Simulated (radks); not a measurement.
Polarisabilities and homonuclear dispersion coefficients (atomic units). Method: non-relativistic Kohn-Sham, LB94 model potential, spin-polarised, spherical densities, point nucleus; open shells are filled with parallel spins first; computed with a radial shooting solver on a logarithmic mesh with Libxc functionals. Response by self-consistent Sternheimer equations with the Hartree and adiabatic LDA kernel. For heavy and open-shell atoms this level of theory can miss by tens of per cent. "Uncoupled" leaves out the induced potential. Quadrupole and octupole values are given only where no p, d or f shell is open. The Sternheimer factor gamma scales a distant field gradient at the nucleus by 1 - gamma.

species  configuration  alpha1 (bohr^3)  alpha1, uncoupled  alpha2 (bohr^5)  alpha3 (bohr^7)     C6     C8  Sternheimer gamma  recommended alpha1
Ne                [Ne]            2.591              2.982            7.249            40.84  6.104  85.24              -9.41    2.6611 +/- 3e-05
N3+           [He] 2s2            2.168              4.251            1.502            3.122  2.064  11.40              0.365                   -
Mn        [Ar] 3d5 4s2            56.77              100.8                -                -  481.4      -                  -            68 +/- 9
Al+           [Ne] 3s2            21.67              37.05            110.8            899.4  103.1   3223             -0.688                   -
Ti+       [Ar] 3d2 4s1            37.94              51.33                -                -  215.0      -                  -                   -
He                [He]            1.390              1.524            2.563            11.08  1.468  14.70              0.419   1.38375 +/- 2e-05

Recommended values: Schwerdtfeger and Nagle, table of static dipole polarisabilities (2023 update), measured or computed.
